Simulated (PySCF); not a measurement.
Simulated Si 2p region for `CN([SiH3])[SiH3]`, binding energy against the vacuum level.

Every computed line was given a Gaussian of 0.5 eV full width at half maximum and an area set by the number of equivalent atoms (split 2:1 within a doublet); the highest printed point is 100. Level of theory: PySCF 2.14.0, delta-SCF UKS SCAN, pcX-2 on the ionised atom, pcseg-1 elsewhere, spin-free X2C.

binding energy (eV), intensity and a bar:
```
    106.3          1 
    106.4          3 #
    106.5         10 ###
    106.6         24 #######
    106.7         47 ##############
    106.8         76 #######################
    106.9         97 #############################
    107.0        100 ##############################
    107.1         85 #########################
    107.2         63 ###################
    107.3         49 ###############
    107.4         46 ##############
    107.5         50 ###############
    107.6         51 ###############
    107.7         44 #############
    107.8         30 #########
    107.9         17 #####
    108.0          7 ##
    108.1          3 #
    108.2          1 
    108.3          0
```

**Question.** Count the maxima, the lines and the sites behind this envelope.

**Answer.** The curve has 2 maxima (at 107.0 and 107.6 eV). Under it lie 2 lines from 1 inequivalent silicon site, drawn as a 2p3/2, 2p1/2 pair.

**Question.** Decompose the envelope and assign each component. Numbering: `[CH3:1][N:2]([SiH3:3])[SiH3:4]`.

**Answer.** 
| position (eV) | relative area | line | atoms | environment |
| --- | --- | --- | --- | --- |
| 106.96 | 1.33 | Si 2p3/2 | Si3/Si4 | SiH3 silicon |
| 107.58 | 0.67 | Si 2p1/2 | Si3/Si4 | SiH3 silicon |

Shake-up satellites, vibrational structure and lifetime widths aren't simulated. The first atom of each set that the bonding makes equivalent was ionised and stands for the set. Spin–orbit coupling isn't in the SCF: each 2p doublet comes from a relaxed spin-free hole plus a matrix of the shell (mean-field spin–orbit coupling and the ground-state 2p splitting), with 2p3/2 averaged over its two sublevels. 2p1/2 minus 2p3/2 (ligand field included): Si 0.62 eV. Geometry: PBE0-D3(BJ)/def2-SVP; no solvent, vibrations or thermal averaging.

On an x86-64 server with one thread, on a shared host, this took 20 s wall.
